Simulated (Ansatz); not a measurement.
Compare A (`C/C=C\[NH][AlH2]`) with its isomer B (`[NH2][AlH][CH]1CC1`).

Program: Ansatz. Geometries: PBE0-D4/def2-TZVP. ΔE: electronic, gas phase. CCSD(T)/CBS adds triple-zeta CCSD(T) − MP2 to the extrapolated MP2 energy (def2 sets, frozen cores). DFT in def2-TZVPP. B3LYP here is the variant with VWN-RPA as its local correlation; programs differ in this. Each species was taken in one conformer, which may not be the lowest.

(1) Which is lower in electronic energy at CCSD(T)/CBS, and by how much? (Estimate.)

(2) Give E(B) − E(A) in kJ/mol with CCSD/def2-TZVPP, HF/def2-TZVPP, ωB97M-V, PBE-D4, B3LYP-D4, B2PLYP, r2SCAN-D4. (Estimate.)

Largest T1 diagnostic: 0.012.

Answers

(1) Computed: B, by 16.0 kJ/mol.

(2) The calculation gave: CCSD/def2-TZVPP -15.4, HF/def2-TZVPP 0.3, ωB97M-V -19.3, PBE-D4 -11.0, B3LYP-D4 0.6, B2PLYP -7.3, r2SCAN-D4 -15.5. The order is the other way round with B3LYP-D4.

In def2-TZVPP, CCSD(T) changes the Hartree–Fock value by −14.2 kJ/mol (the triples alone add +1.6 kJ/mol) and MP2 by −25.7 kJ/mol. From PBE to PBE0 (25 % exact exchange), in def2-TZVPP and without D4, E(B) − E(A) moves by −9.1 kJ/mol.
